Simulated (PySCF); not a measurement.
A PySCF script (with the pyscf-properties extension) for the NMR shieldings of `InChI=1S/C4H10F3NSi2/c1-8(9)2-10-4(7)3(5)6/h2,10H2,1,9H3`, on a GFN2-xTB geometry:

```python
import basis_set_exchange as bse
import numpy as np
from pyscf import gto, dft
from pyscf.prop import nmr

atoms = """
C    -2.168012   -0.613777    0.911156
N    -1.508249    0.171421   -0.094941
Si   -2.356599    1.320635   -1.055359
C    -0.247237   -0.390894   -0.521409
Si    1.086196   -0.395705    0.854945
C     2.740638   -0.599841   -0.061676
F     2.848274   -1.693180   -0.850870
C     3.775569    0.220696   -0.006425
F     3.770583    1.321821    0.740401
F     4.937197    0.111180   -0.641597
H    -1.539814   -0.690660    1.804615
H    -3.107646   -0.142557    1.185910
H    -2.379986   -1.630717    0.558371
H    -3.258445    2.004441   -0.130387
H    -3.137120    0.747638   -2.165508
H    -1.323118    2.199444   -1.601078
H     0.115066    0.195294   -1.368215
H    -0.396007   -1.415777   -0.894444
H     1.000601   -1.566638    1.735134
H     1.142961    0.857855    1.598341
"""
names = dict.fromkeys(["C", "N", "Si", "F", "H"], "pcSseg-1")
basis = {el: gto.basis.parse(bse.get_basis(n, elements=[el], fmt="nwchem")) for el, n in names.items()}
mol = gto.M(atom=atoms, basis=basis, charge=0, verbose=0)
mf = dft.RKS(mol, xc="PBE0")
mf.grids.level = 2
mf.grids.alignment = dft.numint.BLKSIZE   # the property module wants whole blocks of grid points
mf.conv_tol = 1e-9
mf.kernel()

calc = nmr.RKS(mf)   # GIAO
C = mf.mo_coeff
Co = C[:, mf.mo_occ > 0]
resp = mf.gen_response(singlet=True, hermi=2)
def vind(x):   # induced exchange potential for any number of trial vectors
    d = np.einsum("pi,xij,qj->xpq", C, 2 * x.reshape(-1, C.shape[1], Co.shape[1]), Co, optimize=True)
    return np.einsum("xpq,pi,qj->xij", resp(d - d.transpose(0, 2, 1)), C, Co, optimize=True).ravel()
mo1, _ = nmr.rhf.solve_mo1(calc, with_cphf=vind)
sigma = calc.kernel(mo1)
for i, s in enumerate(sigma):   # ppm
    print("%2d %-2s %9.2f" % (i, mol.atom_pure_symbol(i), np.trace(s) / 3))
```

Problem. What are the results?

Solution. 
```
 0 C     144.60
 1 N     261.64
 2 Si    391.96
 3 C     144.20
 4 Si    402.81
 5 C      51.50
 6 F     388.64
 7 C      13.76
 8 F     286.76
 9 F     254.12
10 H      29.08
11 H      28.82
12 H      29.20
13 H      27.08
14 H      26.89
15 H      27.05
16 H      28.63
17 H      28.71
18 H      26.72
19 H      27.21
```

These numbers come from an equivalent density-fitted implementation of the same equations, which agrees with the script to about 0.01 ppm for H and up to a few tenths of a ppm for heavy atoms, so last digits may differ.

Problem. Turn these shieldings into chemical shifts. Shifts are taken against calculated references (same method and geometry level): ¹³C (σ = 186.93 ppm), ²⁹Si (σ = 349.16 ppm), ¹H (σ = 31.72 ppm) against TMS; ¹⁵N (σ = 267.73 ppm) against NH3; ¹⁹F (σ = 170.95 ppm) against CFCl3.

Solution. Averaging equivalent atoms: C 7: 173.2; C 5: 135.4; C 3: 42.7; C 0: 42.3; N 1: 6.1; Si 2: -42.8; Si 4: -53.6; F 9: -83.2; F 8: -115.8; F 6: -217.7; H 18/19: 4.75; H 13/14/15: 4.71; H 16/17: 3.05; H 10/11/12: 2.68 ppm. Unscaled 19F shifts against computed CFCl3 carry errors that often reach 10 to 50 ppm. Experimental scales use liquid or dissolved standards, which lie at an offset from isolated NH3 (liquid NH3: subtract about 20 ppm).

Size and cost of the density-fitted run: 234 basis functions, 2.8 min wall time (2.3 min CPU) on 1 thread of an Intel Xeon, shared host; peak memory 1.1 GiB.
